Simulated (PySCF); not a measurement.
## TDDFT excited states: C5H6FN3

C5H6FN3.
SMILES: `C=CN1N=C(C)C(F)=N1`

Theory: TDDFT B3LYP/def2-SVPD, vertical, gas phase, core orbitals frozen in the response (PySCF 2.14.0, density-fitted response routines). Isolated species at its GFN2-xTB geometry (one conformer only). GFN2-xTB frequencies show an imaginary mode (58i cm⁻¹), so this geometry is no minimum at that level. Torsions of this conformer, `[CH2:1]=[CH:2][n:3]1[n:4][c:5]([CH3:6])[c:7]([F:8])[n:9]1`: C1–C2–N3–N4 180°.

```json
{"state": "S1", "E (eV)": "5.02", "E (hartree)": "0.1844", "f": "0.453", "symmetry": "A′", "main configurations (H = HOMO, L = LUMO)": "H→L (97%)"}
{"state": "S2", "E (eV)": "5.73", "E (hartree)": "0.2104", "f": "0.0000", "symmetry": "–", "main configurations (H = HOMO, L = LUMO)": "H-2→L (99%)"}
{"state": "S3", "E (eV)": "6.33", "E (hartree)": "0.2327", "f": "0.010", "symmetry": "A″", "main configurations (H = HOMO, L = LUMO)": "H→L+1 (97%)"}
{"state": "S4", "E (eV)": "6.42", "E (hartree)": "0.2360", "f": "0.025", "symmetry": "A′", "main configurations (H = HOMO, L = LUMO)": "H-1→L (85%)"}
{"state": "S5", "E (eV)": "6.61", "E (hartree)": "0.2431", "f": "0.0052", "symmetry": "A′", "main configurations (H = HOMO, L = LUMO)": "H-3→L (45%), H→L+2 (42%)"}
{"state": "S6", "E (eV)": "6.67", "E (hartree)": "0.2451", "f": "0.0029", "symmetry": "A″", "main configurations (H = HOMO, L = LUMO)": "H-4→L (97%)"}
{"state": "S7", "E (eV)": "6.80", "E (hartree)": "0.2498", "f": "0.024", "symmetry": "A″", "main configurations (H = HOMO, L = LUMO)": "H→L+3 (95%)"}
{"state": "S8", "E (eV)": "7.20", "E (hartree)": "0.2646", "f": "0.0021", "symmetry": "A′", "main configurations (H = HOMO, L = LUMO)": "H→L+2 (46%), H-3→L (32%), H→L+4 (14%)"}
```

Triplets, Tamm–Dancoff:

| state | E (eV) | λ (nm) | main configurations (H = HOMO, L = LUMO) |
| --- | --- | --- | --- |
| T1 | 3.42 | 362.8 | H→L (95%) |
| T2 | 4.66 | 265.9 | H-1→L (88%) |
| T3 | 5.07 | 244.7 | H→L+2 (45%), H-3→L (43%) |

The lowest singlet lies at 5.02 eV (247 nm, ultraviolet) and is strong; its leading configuration is HOMO→LUMO (97%). The lowest level is also the most intense of those listed (f = 0.453). Löwdin shares by element: HOMO carbon 51% or more, nitrogen 16% or more (atoms not listed hold the other 32%); LUMO nitrogen 32% or more, carbon 30% or more (atoms not listed hold the other 38%). Weighted by f, the mean energy of these states is 5.23 eV. The oscillator strengths of these states sum to 0.522; summed over the whole spectrum of an exact calculation they would give the number of electrons, 66 (Thomas–Reiche–Kuhn). Of the 8 states listed, 3 reach f = 0.01 and 1 stays under 0.0005. Symmetry labels in Cs follow from the direction of the transition dipole and are given only for states with f of 0.002 or more. The window holds the lowest 8 singlets.

Rough CPU time on one thread of a shared machine: about 1.9 min.
